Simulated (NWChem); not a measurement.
**Extrapolating the MP2 correlation energy of AlCl**

```
Al
Cl 1 2.1469
```
Charge 0, spin multiplicity 1.

Program: NWChem. The geometry was optimised at PBE0/def2-SVP, a minimum by its harmonic frequencies.

The correlated methods keep 10 core orbitals frozen. The structure started from a generated list of species.

Worked example. The MP2 correlation energy is -240.84 mHa in cc-pVTZ and -264.43 mHa in cc-pVQZ. The form E(X) = E∞ + A/X³ turns the pair into an estimate of the basis-set limit.

E∞ = (4³·(-264.43) − 3³·(-240.84))/(4³ − 3³) = -281.6 mHa. The larger basis holds 94 % of that, at about 3 times the processor time of the smaller one. This is a two-point estimate.
